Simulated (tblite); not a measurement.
C8H14O.
Geometry (GFN2-xTB, Å), atoms numbered from 1 in this order:
```xyz
23
C8H14O angstrom
C     -3.2795   -0.3640   -0.1938
O     -3.1820    1.0109    0.0711
C     -1.9164    1.3945    0.5775
C     -0.8175    1.2734   -0.4404
C      0.2063    0.4468   -0.3321
C      1.3902    0.1508   -1.2118
C      1.8349   -0.9271   -0.1996
C      3.2085   -0.7216    0.4113
C      0.6414   -0.5530    0.7064
H     -3.1332   -0.9534    0.7212
H     -4.2833   -0.5359   -0.5771
H     -2.5433   -0.6848   -0.9399
H     -2.0410    2.4415    0.8702
H     -1.6716    0.7980    1.4690
H     -0.9286    1.8944   -1.3193
H      2.0872    0.9831   -1.3089
H      1.1442   -0.2119   -2.2092
H      1.7579   -1.9391   -0.6014
H      3.2937    0.2817    0.8246
H      3.9820   -0.8515   -0.3433
H      3.3823   -1.4408    1.2096
H     -0.0689   -1.3565    0.8996
H      0.9318   -0.1084    1.6582
```

Calculated harmonic vibrations of the isolated species, GFN2-xTB (tblite), most abundant isotopes, no scaling. Against measured fundamentals such values can be off by several per cent, at times by over 20. One conformer, not necessarily the lowest.

Harmonic wavenumbers (cm⁻¹): 27.7, 43.5, 92.4, 123.9, 177.4, 220.4, 234.0, 327.0, 336.6, 367.2, 405.6, 457.2, 513.8, 664.4, 772.5, 844.6, 881.2, 923.1, 932.1, 956.1, 960.0, 990.9, 1024.0, 1067.4, 1073.0, 1106.7, 1120.0, 1131.3, 1133.7, 1140.9, 1169.8, 1201.5, 1224.3, 1231.5, 1249.2, 1257.8, 1286.1, 1331.0, 1335.7, 1403.6, 1411.4, 1447.1, 1451.8, 1459.0, 1470.2, 1494.4, 1499.7, 1502.5, 1780.2, 2869.2, 2889.2, 2922.1, 2948.9, 2961.6, 2978.9, 2984.1, 2994.3, 2997.6, 3024.5, 3026.1, 3028.5, 3030.8, 3062.7.

A = 4169, B = 721.3, C = 700.2 MHz; mass 126.104 u (most abundant isotopes); point group C1, symmetry number 1.

Task: What is the zero-point energy?

Result: Half the sum of the wavenumbers: 43987 cm⁻¹ = 526.20 kJ/mol.

Task: What is S at 298.15 K and 1 bar for an ideal gas of classical rigid rotors and harmonic oscillators?

Result: Translation 169.18, rotation 123.07, vibration 134.89: S = 427.1 J/(mol K).

Task: And Cp and H(298.15 K) − H(0)?

Result: Cp = 165.50 J/(mol K), of which vibrations give 132.24 (their classical limit is 63 R = 523.8); H(298.15 K) − H(0) = 29.95 kJ/mol without the zero-point energy, 20.03 from vibrations.

Task: Blend soft modes into free rotors: weight 1/[1 + (100 cm⁻¹/ν̃)⁴] for the oscillator and the rest for a rotor with moment μB/(μ + B), μ = h/(8π²ν), B = 10⁻⁴⁴ kg m². What vibrational entropy results?

Result: 119.40 J/(mol K) in place of 134.89, which changes −T·S at 298.15 K by +4.62 kJ/mol.

Task: What must be added to the electronic energy to get the Gibbs energy at 298.15 K and 1 bar?

Result: ZPE + [H(298.15 K) − H(0)] − T·S = 526.20 + 29.95 − 127.35 = 428.80 kJ/mol.

Task: How do the functions run with temperature in this model?

Result: 
```tsv
T (K)	S (J/(mol K))	Cp (J/(mol K))	H − H(0) (kJ/mol)	G − H(0) (kJ/mol)	ln q(vib)
100	302.0	81.6	5.81	-24.39	2.56
200	370.8	121.0	15.96	-58.20	5.45
300	428.2	166.4	30.25	-98.19	8.19
500	536.2	262.1	73.39	-194.73	13.62
800	682.9	361.1	168.14	-378.15	21.75
1000	768.3	404.5	244.92	-523.42	26.96
```

q(vib) and H(0) count from the zero-point level.

Hindered rotation and anharmonicity are outside this model. Other conformers, if any are populated, would add a mixing term that is left out. The structure is chiral; the term R ln 2 for an equal mix with its mirror image is left out.
